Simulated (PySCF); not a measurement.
## A series of octahedral complexes of Different ions with OH ligands

All values are computed with PySCF: state-averaged CASSCF of the d shell with SC-NEVPT2, spin-free X2C, triple-zeta basis on the metal and double-zeta on the ligands, mean-field spin-orbit coupling; model geometries with bond lengths from ionic radii.

```tsv
complex	point group	M–L / Å	L–M–L / ° (cis)	solvent
[Fe(OH)6]3-	S6	1.98	90	water
[Cr(OH)6]-	S6	1.82	90	none
[Mn(OH)6]2-	S6	1.86	90	water
[Mn(OH)6]-	S6	1.78	90	water
[Ru(OH)6]-	S6	1.90	90	water
```

For [Cr(OH)6]-, [Mn(OH)6]-, [Ru(OH)6]- the d shell alone is too small an active space: their values show what this model gives and aren't sound predictions.

Q: Rank by 10Dq at CASSCF level, lowest first.
A. [Cr(OH)6]-
B. [Fe(OH)6]3-
C. [Ru(OH)6]-
D. [Mn(OH)6]2-
E. [Mn(OH)6]-

A: B (12752 cm⁻¹), D (22317 cm⁻¹), A (28843 cm⁻¹), E (30135 cm⁻¹), C (39439 cm⁻¹).

Q: Rank by the nephelauxetic ratio at CASSCF level, lowest first.
A. [Fe(OH)6]3-
B. [Mn(OH)6]-
C. [Ru(OH)6]-
D. [Mn(OH)6]2-

A: B (0.616), C (0.652), D (0.764), A (0.898).

Q: Rank by the spin-orbit constant ζ, lowest first.
A. [Cr(OH)6]-
B. [Fe(OH)6]3-
C. [Mn(OH)6]2-
D. [Mn(OH)6]-
E. [Ru(OH)6]-

A: A (259 cm⁻¹), D (325 cm⁻¹), C (344 cm⁻¹), B (438 cm⁻¹), E (1028 cm⁻¹).

Q: What are the ground states and moments?

A: 
```json
{"complex": "[Fe(OH)6]3-", "shell": "d5", "ground state (NEVPT2)": "6Ag (from 6A1g)", "total orbital splitting (CASSCF fit) / cm⁻¹": "12907", "μeff(300 K) / μB": "5.92"}
{"complex": "[Cr(OH)6]-", "shell": "d1", "ground state (NEVPT2)": "2Eg (from 2T2g)", "total orbital splitting (CASSCF fit) / cm⁻¹": "29132", "μeff(300 K) / μB": "1.57"}
{"complex": "[Mn(OH)6]2-", "shell": "d3", "ground state (NEVPT2)": "4Ag (from 4A2g)", "total orbital splitting (CASSCF fit) / cm⁻¹": "22535", "μeff(300 K) / μB": "3.84"}
{"complex": "[Mn(OH)6]-", "shell": "d2", "ground state (NEVPT2)": "3Eg (from 3T1g)", "total orbital splitting (CASSCF fit) / cm⁻¹": "30415", "μeff(300 K) / μB": "2.33"}
{"complex": "[Ru(OH)6]-", "shell": "d3", "ground state (NEVPT2)": "4Ag (from 4A2g)", "total orbital splitting (CASSCF fit) / cm⁻¹": "39699", "μeff(300 K) / μB": "3.80"}
```

In [Mn(OH)6]- the next state lies within 300 cm⁻¹ of the lowest, inside the method's error, so which of them is lowest is undecided.

In [Fe(OH)6]3-, [Cr(OH)6]-, [Mn(OH)6]2-, [Mn(OH)6]-, [Ru(OH)6]- the symmetry is lower than cubic, so the total splitting isn't 10Dq alone: it holds the effect of the lower symmetry too.

In [Mn(OH)6]2- the metal orbitals mix much with the ligands', for which an active space of the metal shell alone is small.

The octahedral shape is imposed. Real complexes may take another, with another ground state.
